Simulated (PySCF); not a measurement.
```xyz
3
charge 0 multiplicity 2, angstrom
K     0.0000   -2.1737    0.0000
K     2.6067    1.0868    0.0000
K    -2.6067    1.0868    0.0000
```

Level of theory: UPBE0/[K def2-TZVP], no relativity, density fitting, PySCF.

This geometry of K3 is a stationary point at this level.

(1) What is the point group?

(2) Is it a minimum?

(3) Which band is strongest in the infrared?

(4) What are the dipole moment and the gap between the highest occupied and lowest empty levels of either spin?

(5) Give the ideal-gas entropy at 298.15 K and 1 bar by parts.

Results:

(1) C2v.

(2) Yes: all harmonic wavenumbers are real, though the softest, 31 cm⁻¹, leaves little margin.

(3) 55 cm⁻¹ (b2), 10 km/mol.

(4) 0.28 D and 1.12 eV.

(5) translation 168.2, rotation 120.0, vibration 59.6, spin 5.8; total 353.6 J/(mol K).

Only a few start shapes were tried, so a lower isomer may exist.
